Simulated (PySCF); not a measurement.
**Which element holds Br most strongly?**

CCSD(T) extrapolated to the basis-set limit (PySCF; AlBr CCSD(T)/CBS(TQ)+CV, BBr CCSD(T)/CBS(TQ)+CV, CBr CCSD(T)/CBS(TQ)+CV, GeBr CCSD(T)/CBS(DT), InBr CCSD(T)/CBS(DT)+CV, SbBr CCSD(T)/CBS(DT), SnBr CCSD(T)/CBS(DT); CV core-valence, SR scalar-relativistic term); no spin–orbit coupling. D0 is De less the harmonic zero-point energy.

```json
{"M": "B", "state (unpaired electrons)": "singlet (closed shell)", "Re (Å)": "1.886", "ωe (cm⁻¹)": "688", "D0(MBr) (eV)": "4.54"}
{"M": "In", "state (unpaired electrons)": "singlet (closed shell)", "Re (Å)": "2.549", "ωe (cm⁻¹)": "223", "D0(MBr) (eV)": "4.17"}
{"M": "C", "state (unpaired electrons)": "doublet (π ↑)", "Re (Å)": "1.813", "ωe (cm⁻¹)": "736", "D0(MBr) (eV)": "3.52"}
{"M": "Ge", "state (unpaired electrons)": "doublet (π ↑)", "Re (Å)": "2.319", "ωe (cm⁻¹)": "296", "D0(MBr) (eV)": "3.51"}
{"M": "Al", "state (unpaired electrons)": "singlet (closed shell)", "Re (Å)": "2.295", "ωe (cm⁻¹)": "380", "D0(MBr) (eV)": "4.72"}
{"M": "Sn", "state (unpaired electrons)": "doublet (π ↑)", "Re (Å)": "2.511", "ωe (cm⁻¹)": "247", "D0(MBr) (eV)": "3.43"}
{"M": "Sb", "state (unpaired electrons)": "triplet (π ↑↑)", "Re (Å)": "2.489", "ωe (cm⁻¹)": "261", "D0(MBr) (eV)": "2.62"}
```

Question: Order the elements by D0 and give the energy of GeBr + C → CBr + Ge.

Answer: Al > B > In > C > Ge > Sn > Sb; ΔE = 3.51 − 3.52 = -0.01 eV at composite CCSD(T). Close neighbours can swap at other levels.

Correlated steps freeze the inner cores (10 to 14 orbitals); shallow outer-core shells are correlated. These are scalar-relativistic numbers at best; spin–orbit coupling would shift them, the dissociation energy most. Where the molecule has an RHF reference, its open-shell atoms are computed with UHF. States were picked by a PBE0 search and need not be the measured ground states.
